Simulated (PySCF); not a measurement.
```xyz
4
charge 0 multiplicity 1, angstrom
Hf    0.0000    0.0000    0.3969
O     0.0000    0.0000    2.1412
Br    2.2985    0.0000   -0.6667
Br   -2.2985    0.0000   -0.6667
```

Computed with PBE0 in PySCF with Hf def2-SVP with ECP60, O def2-SVP, Br def2-SVP; scalar-relativistic core potentials, no spin–orbit coupling; density-fitted integrals.

This geometry of HfOBr₂ is a stationary point at this level.

Problem. What is the point group?

Solution. C2v.

Problem. Is it a minimum?

Solution. No: it has 1 imaginary mode, at 52i cm⁻¹ (b1).

Problem. List the harmonic modes with their infrared intensities.

Solution. 
```json
{"symmetry": "b1", "ω (cm⁻¹)": "52i", "IR (km/mol)": "–", "type": "bend"}
{"symmetry": "a1", "ω (cm⁻¹)": "60", "IR (km/mol)": "1.5", "type": "bend"}
{"symmetry": "b2", "ω (cm⁻¹)": "166", "IR (km/mol)": "0.3", "type": "bend"}
{"symmetry": "a1", "ω (cm⁻¹)": "228", "IR (km/mol)": "7.8", "type": "stretch"}
{"symmetry": "b2", "ω (cm⁻¹)": "286", "IR (km/mol)": "69.1", "type": "mixed"}
{"symmetry": "a1", "ω (cm⁻¹)": "959", "IR (km/mol)": "183", "type": "stretch"}
```

Problem. What are the dipole moment and the gap between the highest occupied and lowest empty levels?

Solution. 1.68 D and 4.87 eV.

Problem. Give the atomic charges and bond orders.

Solution. 
```tsv
atom	Mulliken	Löwdin	polar tensor	Mayer order to Hf1
Hf1	0.99	0.05	2.12	–
O2	-0.32	-0.15	-0.92	2.36
Br3,4	-0.34	0.05	-0.60	1.09
```

In C2v the vibrations span b1 + 3a1 + 2b2. Here b1 is antisymmetric to the molecular plane and b2 lies in it.

Stability towards spin polarisation was not tested. Other isomers or separated fragments may lie lower. At this level a singlet minimum of Cs symmetry lies 4 kJ/mol below this structure. With an element this heavy the missing spin–orbit coupling can shift these numbers.
